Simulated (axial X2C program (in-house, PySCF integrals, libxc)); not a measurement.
The numbers below are computed, except where a source is named.
# FCoF: input and output of an open-shell CI run

Program: an in-house all-electron X2C program for linear molecules (integrals from PySCF).

Input and command:
```json
{"zs": [9, 27, 9], "q": 0, "bas": ["dyall-av3z", "dyall-v3z", "dyall-av3z"], "r0": 1.75, "metal": 1, "shells": [[2, [0, 1, 2], 6], [0, [0], 1], [1, [1], 0]], "fix": 0, "emax": 3.2, "nroots": 4}
```
```bash
python soci.py task.json out
```

Keys: zs atomic numbers; q charge; bas basis sets; r0 starting distance in Å; metal index of the metal atom; shells open shells as [l, |m| values, electrons]; fix electron count of the first shell held; emax energy window in eV; nroots roots for each Ω.

Output at F–Co–F held linear, both bonds 1.784 Å:

```
average of configuration d6 s1 p(π)0
basis functions 216  fitting functions 1157
iter      average energy  largest gradient
   1      -1583.000323682   3.21e+00
   2      -1585.975703562   2.38e+00
   3      -1586.727043324   2.28e+00
   4      -1588.268460890   1.99e+00
   5      -1589.839956162   9.94e-01
   6      -1590.264555278   3.22e-01
   7      -1590.369071943   1.95e-01
   8      -1590.386737356   3.20e-02
   9      -1590.389868946   2.49e-02
  10      -1590.390693596   1.31e-02
  11      -1590.390986659   6.32e-03
  12      -1590.391037507   1.37e-03
  13      -1590.391046332   9.39e-04
  14      -1590.391050389   4.86e-04
  15      -1590.391051293   1.67e-04
  16      -1590.391051583   8.28e-05
  17      -1590.391051627   3.42e-05
  18      -1590.391051636   9.41e-06
converged
CI levels
2*Omega        energy/Eh    cm-1   g(par)  dipole/D  leading shell counts
    7     -1590.70669548        0  10.003   -0.000  {'7 0 0': 0.546, '6 1 0': 0.448}
    5     -1590.70543331      277   6.007   -0.000  {'7 0 0': 0.547, '6 1 0': 0.447}
    3     -1590.70405870      579   2.007   -0.000  {'7 0 0': 0.548, '6 1 0': 0.446}
    1     -1590.70258462      902   1.997   -0.000  {'7 0 0': 0.549, '6 1 0': 0.446}
    5     -1590.67599649     6738   7.997   -0.000  {'7 0 0': 0.624, '6 1 0': 0.371}
    3     -1590.67552657     6841   4.012   -0.000  {'7 0 0': 0.626, '6 1 0': 0.369}
    1     -1590.67504114     6947   0.450   -0.000  {'7 0 0': 0.63, '6 1 0': 0.366}
    1     -1590.67416977     7139   3.550   -0.000  {'7 0 0': 0.627, '6 1 0': 0.368}
    9     -1590.66917143     8236  12.003   -0.000  {'7 0 0': 0.784, '6 1 0': 0.216}
    7     -1590.66704498     8702   8.004   -0.000  {'7 0 0': 0.785, '6 1 0': 0.215}
    5     -1590.66501804     9147   4.002   -0.000  {'7 0 0': 0.786, '6 1 0': 0.214}
    3     -1590.66308037     9572   0.002   -0.000  {'7 0 0': 0.787, '6 1 0': 0.212}
    3     -1590.65749118    10799   5.981    0.000  {'7 0 0': 0.772, '6 1 0': 0.228}
    1     -1590.65724720    10853   1.995    0.000  {'7 0 0': 0.768, '6 1 0': 0.232}
    5     -1590.61862239    19330   8.003   -0.000  {'7 0 0': 0.587, '6 1 0': 0.409}
    9     -1590.60919725    21398   9.991   -0.000  {'7 0 0': 0.58, '6 1 0': 0.414}
    7     -1590.60569585    22167   7.347   -0.000  {'7 0 0': 0.601, '6 1 0': 0.396}
    7     -1590.60471671    22382   6.651   -0.000  {'7 0 0': 0.595, '6 1 0': 0.401}
    9     -1590.59993875    23430  14.009    0.000  {'6 1 0': 0.999}
```

Dipoles in the output refer to the first atom as origin.

There is no dynamic correlation: spin–orbit spacings and, for f shells, spacings inside one term are the most reliable numbers, splittings between terms come out too wide, and energies between configurations are not reliable, so the lowest level need not be the ground state of the molecule. The lowest levels belong to d7, not to the averaged configuration, so orbitals and distance suit them less well. For d shells the ligand-field splittings (σ, π, δ) and their order can be off by a thousand cm⁻¹ or more. At most 4 roots were kept for each Ω > 0 (twice that for Ω = 0) within 3.2 eV of the lowest, so higher up levels can be missing between those listed; levels with Ω > 0 are doubly degenerate and listed once, Ω = 0 levels singly. States that fill the shells left empty in the average are placed too high. The molecule was held linear; bending was not examined.
